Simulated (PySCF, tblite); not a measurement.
A set of runs on `Fc1o[c]cc1SC(F)(F)F` [radical]; the geometry of each is named by its level. Settings lines and outputs come from a driver script.

C₅HF₄OS (doublet state).
Bonds: F1–C2, C2–O3 (aromatic), O3–C4 (aromatic), C4–C5 (aromatic), C5–C6 (aromatic), C6–S7, S7–C8, C8–F9, C8–F10, C8–F11, C2–C6 (aromatic). Hydrogens: H12 on C5.

Step 1: GFN2-xTB geometry optimisation, gas phase (tblite 0.8.0) (from a force-field or distance-geometry start)
```json
{"job": {"kind": "relax", "xc": "GFN2-xTB", "basis": "xTB"}, "charge": 0, "multiplicity": 2}
```
```
step      E/eV     max force
  0   -1015.26429    2.169
  1   -1015.42538    0.816
  2   -1015.45533    0.610
...
130   -1015.65926    0.031
131   -1015.65938    0.018
132   -1015.65942    0.021
133   -1015.65944    0.014
134   -1015.65946    0.007
```

Energy lowered by 9.1 kcal/mol over 134 steps; largest atomic force 0.007 eV/Å at the end. «max force» is the largest atomic force in eV/Å.

Step 2: GFN2-xTB harmonic vibrations, gas phase (tblite 0.8.0) (on the GFN2-xTB geometry)
```json
{"job": {"kind": "ir", "xc": "GFN2-xTB", "basis": "xTB"}, "charge": 0, "multiplicity": 2}
```
```
(table of modes left out)
```

30 modes from 22 to 3218 cm⁻¹ (unscaled, harmonic); zero-point energy 32.8 kcal/mol; all wavenumbers are real at this level.

Step 3: UKS B3LYP, pcH-1 on C F H O S, non-relativistic, mean-field spin-orbit, GIAO (PySCF 2.14.0) (on the GFN2-xTB geometry)
```json
{"job": {"kind": "epr", "basis": "pcH-1"}, "charge": 0, "multiplicity": 2}
```
```
...
E = -1063.80434635 Eh   <S^2> = 0.7600 (exact 0.7500)
g shifts (ppm)      1          2          3
  rmc          -189       -189       -189
  gc             18         25        -86
  oz_so       -1339       -128       1985
  total       -1510       -293       1710
hyperfine (MHz)  atom isotope    a_iso     a_fc   dipolar eigenvalues
    0   19F       1.34       1.27    -28.83     -9.13     37.96
    1   13C      39.81      39.83    -11.00     -0.52     11.52
    2   17O    -130.54    -130.56    -11.81      5.62      6.19
    3   13C     676.56     676.74    -77.20    -50.62    127.82
    4   13C      56.24      56.27    -23.95     -4.20     28.15
    5   13C      32.42      32.38     -4.44     -4.02      8.46
    6   33S       0.70       0.71     -3.66     -2.79      6.45
    7   13C      -0.49      -0.48     -0.22     -0.14      0.36
    8   19F       0.86       0.87     -1.19     -0.35      1.54
    9   19F      -0.31      -0.30     -1.00     -0.31      1.30
   10   19F      -0.49      -0.50     -1.39      0.05      1.34
   11    1H      10.93      10.94     -7.69     -4.71     12.40
```

⟨S²⟩ 0.760; g_iso 2.0023. rmc, gc and oz_so are the mass-correction, gauge-correction and orbital-Zeeman/spin–orbit parts of the g shift along its three principal axes; a_iso is the isotropic hyperfine coupling and a_fc its Fermi-contact part. The log counts atoms from 0, this text from 1.

Problem. Which step took the most CPU time, and about what did each take on an AMD EPYC 9R45 with one thread, shared host?

Solution. Step 3, about 99 % of the total. CPU time by step: 1: 0.77 s, 2: 0.35 s, 3: 74 s.

Geometry of the electronic-property runs (GFN2-xTB):
```
atom  x, y, z in Å
F1     0.889   -0.915    2.480
C2     1.187   -0.503    1.266
O3     2.330   -0.930    0.724
C4     2.413   -0.356   -0.475
C5     1.356    0.418   -0.768
C6     0.522    0.329    0.410
S7    -0.982    1.175    0.679
C8    -2.017    0.147   -0.454
F9    -3.288    0.506   -0.363
F10   -1.923   -1.146   -0.154
F11   -1.636    0.287   -1.722
H12    1.150    0.988   -1.648
```

 (This holds for the electronic-property runs.)

One conformer stands for the species.
